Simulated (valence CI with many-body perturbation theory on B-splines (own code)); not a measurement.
Values are calculated unless marked as measured or tabulated.
# A CI+MBPT run for Nd20+

The program does CI of the valence electrons with many-body perturbation theory for a frozen closed Dirac-Fock core.

Command, and the settings that its task file holds:

```sh
python run_cv.py task.json out
```

```
atom Nd  Z=60  mass_number=142  rms_radius_fm=4.9123
core [Kr]
valence 5d4
avg = 1
basis = S
breit = 1
cap = 10000
capref = 1200
cscale = 1
de = 0.0
dress = 0
eps = 2e-08
extrap = 1
h = 0.27
hh = 1
l2 = 3
lcore = 6
maxit = 60
n2 = 5
natural = 1
nlev = 20
nno = [3, 3, 3, 3, 1]
nroot = 26
nsp = [3, 3, 2, 2, 0]
pt2 = 1
qed = 1
rpa = 1
s1 = 1
s2 = 1
s3 = 1
screen = 1
tol = 2e-05
whole = 1
```

Problem. What became of the run, and why?

Solution. It gave no result: the start configuration must fill the lowest shells above the core. The program said: "5d is not the lowest shell of its kind above the core".
